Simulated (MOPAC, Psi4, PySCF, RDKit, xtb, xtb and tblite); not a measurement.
Two geometries of CH₄OS, SMILES SCO, relaxed at GFN2-xTB with one dihedral held; other torsions can differ between them too.

Structure A

```
7

O     -0.8602     0.7460     0.4919
C     -0.2956    -0.4044    -0.0106
S      1.3821    -0.1147    -0.7536
H     -1.1054     1.3401    -0.2291
H     -0.8866    -0.8812    -0.7987
H     -0.1632    -1.0919     0.8264
H      1.5908     1.0305    -0.1110
```

Structure B

```
7

O     -0.8623     0.7500     0.4906
C     -0.3004    -0.3995    -0.0144
S      1.3824    -0.1184    -0.7632
H     -1.1423     1.3301    -0.2286
H     -0.9024    -0.8760    -0.7949
H     -0.1554    -1.0884     0.8189
H      1.4089     1.1863    -0.5083
```

Which is lower in energy at the level Psi4 with DF-MP2 (frozen core)/cc-pVTZ // GFN2-xTB, and by how much?

A is lower, by 6.34 kJ/mol (dihedral O1–C2–S3–H7: 20° in A, 0° in B).

E(B) − E(A) in kJ/mol at the other levels, on the same two geometries: GFN2-xTB (xtb and tblite) 3.90; MMFF94 // GFN2-xTB (RDKit) 4.34; PBE/def2-TZVP // GFN2-xTB (Psi4) 6.52; PBE-D3(BJ)/def2-TZVP // GFN2-xTB (Psi4) 6.53; M06-2X/def2-TZVP // GFN2-xTB (Psi4) 6.28; HF/cc-pVTZ // GFN2-xTB (Psi4) 5.93; UFF // GFN2-xTB (RDKit) 2.59; PM6, restricted, heats of formation // GFN2-xTB (MOPAC) 3.50; PM3, restricted, heats of formation // GFN2-xTB (MOPAC) 2.79; GFN1-xTB // GFN2-xTB (xtb) 2.90; restricted B3LYP/6-31G*, spherical d // GFN2-xTB (PySCF) 6.86; restricted MP2 (frozen core)/3-21G // GFN2-xTB (PySCF) 7.04; restricted Hartree-Fock/6-31G*, spherical d // GFN2-xTB (PySCF) 6.65; restricted B3LYP/LANL2DZ, with its core potentials past Ne // GFN2-xTB (PySCF) 7.08.
